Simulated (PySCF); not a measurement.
C4H5FO, SMILES O=C1CC[C@@H]1F. Coordinates come from a ωB97X-D3(BJ)/def2-SVP optimisation. The structure was generated by enumeration; whether it is a known compound was not checked.

Level of theory: ωB97X-D3(BJ)/def2-SVP run with PySCF.

Harmonic wavenumbers (cm⁻¹): 122, 219, 366, 451, 587, 674, 743, 795, 938, 963, 1031, 1099, 1109, 1193, 1202, 1236, 1268, 1280, 1412, 1430, 1478, 1970, 3081, 3107, 3119, 3180, 3195. Rotational constants (GHz): 4.969, 3.932, 2.375; symmetry number 1.

**Question.** Work out the zero-point energy and the ideal-gas rigid-rotor harmonic-oscillator thermochemistry at 298.15 K and 1 atm.

**Answer.** ZPE = ½ Σ hcν = ½ × 37248 cm⁻¹ = 53.25 kcal/mol. H − E(el) = 57.23 kcal/mol. Entropy in cal/(mol K): translation 39.34, rotation 26.34, vibration 8.86, total 74.54. G − E(el) = 35.00 kcal/mol. Cp = 20.92 cal/(mol K). Modes under 150 cm⁻¹ make the vibrational entropy uncertain.
